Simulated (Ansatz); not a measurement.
`C[Si](N)(N)Cl` + H–F → `C[Si](N)(F)Cl` + NH₃ at 500 K and 1 bar (ligand exchange at the Si–N bond).

Isolated molecules relaxed with PBE0-D4/def2-TZVP in Ansatz; ΔE leaves out vibrations. CBS: MP2 limit from def2 TZ/QZ plus the TZ coupled-cluster correction, frozen cores. This one scheme is used for every species. Each species was taken in one conformer, which may not be the lowest.

```tsv
species	CCSD(T)/CBS energy (Eh)	H − E (kJ/mol)	S (J/(mol·K))
`C[Si](N)(N)Cl`	-900.67889	295.5	439.2
H–F	-100.39570	39.4	188.7
`C[Si](N)(F)Cl`	-944.59780	227.4	419.7
NH₃	-56.50880	108.2	211.8
```

H − E and S are ideal-gas, rigid-rotor, harmonic terms from PBE0-D4/def2-TZVP, for one conformer and one mirror image of each species. 1 Eh = 2625.50 kJ/mol, R = 8.31446 J/(mol·K).

By hand: ΔE, ΔH, ΔS and ΔG.

ΔE = (-944.59780) + (-56.50880) − (-900.67889) − (-100.39570) = -0.03201 Eh = -84.0 kJ/mol. Δ(H − E) = 227.4 + 108.2 − 295.5 − 39.4 = 0.7, so ΔH = -83.3 kJ/mol. ΔS = 419.7 + 211.8 − 439.2 − 188.7 = 3.6 J/(mol·K). ΔG = -83.3 − 500 × (3.6)/1000 = -85.1 kJ/mol.

By hand: the equilibrium constant, and the temperature at which ΔG would vanish if ΔH and ΔS stayed fixed.

log₁₀ K = −ΔG/(RT ln 10) = 8.9. ΔH and −TΔS have one sign here, so there is no such temperature. One of them is within its doubt of zero, so this could turn.

The number of gas molecules stays the same, so ΔS is small and ΔH decides. A doubt of 5 kJ/mol in ΔE shifts log₁₀ K by 0.5 here. Other conformers and mirror images would add mixing entropy, several J/(mol·K) or more a flexible species. These are equilibria of isolated gas molecules and say nothing of rates. Largest T1 diagnostic: 0.010 (customary marks: 0.02 for closed shells, 0.045 for open ones).
